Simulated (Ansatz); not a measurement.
Coupled-cluster diagnostics for SbH2Cl, Ansatz.

Geometry of the singlet (PBE0-D4/def2-TZVP):

```xyz
4

Sb    0.085   -0.247   -0.752
H    -0.849   -1.200    0.321
H    -0.920    1.105   -0.443
Cl    1.684    0.342    0.875
```

In the def2 sets Sb takes a core potential; there is no spin–orbit coupling. Correlated methods freeze 9 core orbitals; core or outer-core shells of Sb are correlated, in sets that lack core-valence functions. In CCSD on the charge 1 doublet the largest single amplitude is 0.15, so its Hartree–Fock determinant may place the open shell otherwise than the density functionals do.

Estimate the CCSD(T) correlation energy, the shares of MP2 and (T), T1 and the reference's ⟨S²⟩ for: charge 0, singlet, own geometry in def2-TZVPP; charge 0, singlet, own geometry in def2-TZVPD; charge 1, doublet, vertical in def2-TZVPP; charge -1, doublet, vertical in def2-TZVPD; and the rough time on 4 threads of Arm Neoverse V1 on a shared host.


```
                          state       basis  correlation (eV)  MP2 share (%)  (T) share (%)     T1  ⟨S²⟩ (pure)  wall time          remarks
charge 0, singlet, own geometry  def2-TZVPP           -15.786           93.5            3.2  0.013  0.00 (0.00)      2.8 s                –
charge 0, singlet, own geometry  def2-TZVPD           -15.636           93.2            3.3  0.013  0.00 (0.00)        3 s                –
    charge 1, doublet, vertical  def2-TZVPP           -15.123           92.3            3.6  0.028  0.78 (0.75)      9.5 s                –
   charge -1, doublet, vertical  def2-TZVPD           -16.171           93.5            3.4  0.018  0.76 (0.75)       12 s  HOMO above zero
```
Customary marks for T1 are 0.02 (closed shells), 0.045 (open shells) and about 0.05 (3d metals). T1 exceeds 0.02 in 1 of 4 rows and 0.045 in 0; the higher it lies, the less the single-reference result can be trusted.
